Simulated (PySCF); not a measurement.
I: excitation energy

I [Kr] 4d10 5s2 5p5 (2P) → I [Kr] 4d10 5s1 5p5 5d1 (high-spin determinant), as a difference of total energies. All numbers are calculated (PySCF 2.14, scalar relativity through the core potential, in aug-cc-pVTZ-PP with one added diffuse shell each of d, f type with ECP28MDF (6s5p5d3f, 67 functions)). Correlated levels: valence: 4s2 4p6 4d10 frozen. The calculations carry no spin-orbit coupling.

```csv
method,excitation energy (eV)
UHF,19.592
LDA,19.241
PBE,18.849
PBE0,19.250
r2SCAN,19.217
TPSS,18.983
PW91,18.918
B97-3,19.310
BP86,18.915
MP2 (valence),18.788
SCS-MP2 (valence),18.674
```

Question: How much does correlation contribute at MP2 (valence)?

Answer: 18.788 − (19.592) = -0.804 eV, measured against UHF.

The upper state lies above the first ionisation limit, where it may autoionise and the basis confines it.

The promoted electron is Rydberg-like, and one or two diffuse shells describe it only roughly, which tends to raise the upper state.

The determinant of the upper state mixes LS terms, which raises its energy above the lowest term, most at the Hartree-Fock and MP2 levels.
